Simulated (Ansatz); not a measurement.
Mulliken charges of `[F][Al]([Cl])[O][SiH3]` from B3LYP/def2-TZVPP in Ansatz (PBE0-D4/def2-TZVP geometry).

```
atom   x (Å)   y (Å)   z (Å)  charge (e)
  F1   0.736  -0.676   2.877      -0.336
 Al2   0.982  -0.830   1.268       0.704
 Cl3   2.511  -2.064   0.621      -0.228
  O4   0.018  -0.009   0.197      -0.291
 Si5  -0.841   0.714  -0.985       0.360
  H6  -2.287   0.660  -0.650      -0.070
  H7  -0.612   0.018  -2.277      -0.068
  H8  -0.415   2.131  -1.108      -0.072
```

By hand: the dipole of these point charges (1 e Å = 4.8032 D).

Σ q r = (-0.205, 0.172, -0.347) e Å, of length 0.438 e Å = 2.10 D.

How does the dipole of the full density compare? (An estimate is asked.)

Ansatz gave: (-0.095, 0.083, -0.201) e Å, 1.14 D; the point charges give 1.84 times that, at 6° from its direction.

Point charges leave out the atoms' own dipoles, such as those of lone pairs, and Mulliken's split depends on the basis, so the two needn't agree.

B3LYP here is the variant with VWN-RPA as its local correlation; programs differ in this.
